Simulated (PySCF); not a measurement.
Runs that did not reach their result, on `CCC[Se@@](C)=O` (driver script around PySCF, density fitting, GFN2-xTB geometry as the base; each input is a line of settings and coordinates in Å).

Command:
```bash
OMP_NUM_THREADS=1 python probes_run.py task.json out
```
Input:
```
{"job": {"kind": "j", "xc": "wB97X", "basis": "STO-3G", "scf": {"diis": false, "max_cycle": 52}}, "charge": 0, "multiplicity": 1}
C      2.244570     0.050643    -0.497386
C      1.386258    -0.281233     0.714563
C     -0.016841    -0.680136     0.299243
Se    -0.877860     0.874876    -0.597872
C     -2.712060     0.198105    -0.389083
O     -0.772170     2.045829     0.490083
H      2.325034    -0.805494    -1.164977
H      3.244263     0.349379    -0.193250
H      1.789783     0.880450    -1.046146
H      1.311891     0.601672     1.355960
H      1.840904    -1.087924     1.295368
H     -0.016164    -1.514118    -0.402006
H     -0.638715    -0.916754     1.166142
H     -2.821597    -0.760478    -0.885210
H     -2.913699     0.122304     0.677444
H     -3.381195     0.931822    -0.834284
```

Output:
```
final grid: 122840 points
cycle   1  E = -2605.2838854427  dE = -2.104e+00  |g| = 6.444e-01  |ddm| = 4.829e+00
cycle   2  E = -2604.3460700715  dE =  9.378e-01  |g| = 2.118e+00  |ddm| = 4.044e+00
cycle   3  E = -2604.5496919783  dE = -2.036e-01  |g| = 1.407e+00  |ddm| = 4.886e+00
cycle   4  E = -2600.0809673023  dE =  4.469e+00  |g| = 3.007e+00  |ddm| = 7.280e+00
cycle   5  E = -2602.4810597198  dE = -2.400e+00  |g| = 2.124e+00  |ddm| = 7.883e+00
cycle   6  E = -2591.2180169766  dE =  1.126e+01  |g| = 4.050e+00  |ddm| = 1.055e+01
cycle   7  E = -2599.1829289551  dE = -7.965e+00  |g| = 2.358e+00  |ddm| = 1.101e+01
cycle   8  E = -2581.0678337341  dE =  1.812e+01  |g| = 4.360e+00  |ddm| = 1.378e+01
cycle   9  E = -2588.1568313578  dE = -7.089e+00  |g| = 2.858e+00  |ddm| = 1.593e+01
cycle  10  E = -2546.2539032429  dE =  4.190e+01  |g| = 3.552e+00  |ddm| = 2.060e+01
... (32 lines left out)
cycle  43  E = -2562.3970298156  dE = -4.331e+01  |g| = 2.708e+00  |ddm| = 2.375e+01
cycle  44  E = -2519.0859374105  dE =  4.331e+01  |g| = 3.490e+00  |ddm| = 2.375e+01
cycle  45  E = -2562.3970298156  dE = -4.331e+01  |g| = 2.708e+00  |ddm| = 2.375e+01
cycle  46  E = -2519.0859374105  dE =  4.331e+01  |g| = 3.490e+00  |ddm| = 2.375e+01
cycle  47  E = -2562.3970298156  dE = -4.331e+01  |g| = 2.708e+00  |ddm| = 2.375e+01
cycle  48  E = -2519.0859374105  dE =  4.331e+01  |g| = 3.490e+00  |ddm| = 2.375e+01
cycle  49  E = -2562.3970298156  dE = -4.331e+01  |g| = 2.708e+00  |ddm| = 2.375e+01
cycle  50  E = -2519.0859374105  dE =  4.331e+01  |g| = 3.490e+00  |ddm| = 2.375e+01
cycle  51  E = -2562.3970298156  dE = -4.331e+01  |g| = 2.708e+00  |ddm| = 2.375e+01
cycle  52  E = -2519.0859374105  dE =  4.331e+01  |g| = 3.490e+00  |ddm| = 2.375e+01
SCF not converged, last energy = -2519.0859374105
```

Time: 11 s; peak memory 0.43 GiB. Hardware: one thread of an Arm Neoverse V1, shared host with 32 logical CPUs at a one-minute load of 10.

Task: Diagnose the run.

Result: The energy swings between two values 43 Eh apart, cycle after cycle, with a gradient of 3.5e+00 at cycle 52; DIIS was off. Go back to DIIS. Its energy and orbitals aren't self-consistent and shouldn't be used.

Input:
```
{"job": {"kind": "nmr", "xc": "B3LYP", "basis": "MINI", "pop": false, "scf": {"max_cycle": 62}}, "charge": 0, "multiplicity": 1}
C      2.177233     0.049124    -0.482464
C      1.344670    -0.272796     0.693126
C     -0.016336    -0.659732     0.290266
Se    -0.851524     0.848630    -0.579936
C     -2.630698     0.192162    -0.377411
O     -0.749005     1.984454     0.475381
H      2.255283    -0.781329    -1.130028
H      3.146935     0.338898    -0.187452
H      1.736090     0.854036    -1.014762
H      1.272534     0.583622     1.315281
H      1.785677    -1.055286     1.256507
H     -0.015679    -1.468694    -0.389946
H     -0.619554    -0.889251     1.131158
H     -2.736949    -0.737664    -0.858654
H     -2.826288     0.118635     0.657121
H     -3.279759     0.903867    -0.809255
```

Output:
```
KeyError: 'Element se (Z=34) not found in basis MINI version 0'
```

Task: What went wrong, and what mends it?

Result: The basis MINI in the Basis Set Exchange has no functions for selenium, so the input was refused before any integral. The coordinates are the GFN2-xTB ones scaled by 0.97. Choose a basis that covers all elements. The run gave no result.

The values belong to the conformer `[CH3:1][CH2:2][CH2:3][Se@@:4]([CH3:5])=[O:6]`: C1–C2–C3–Se4 -63°, C2–C3–Se4–C5 -162°.
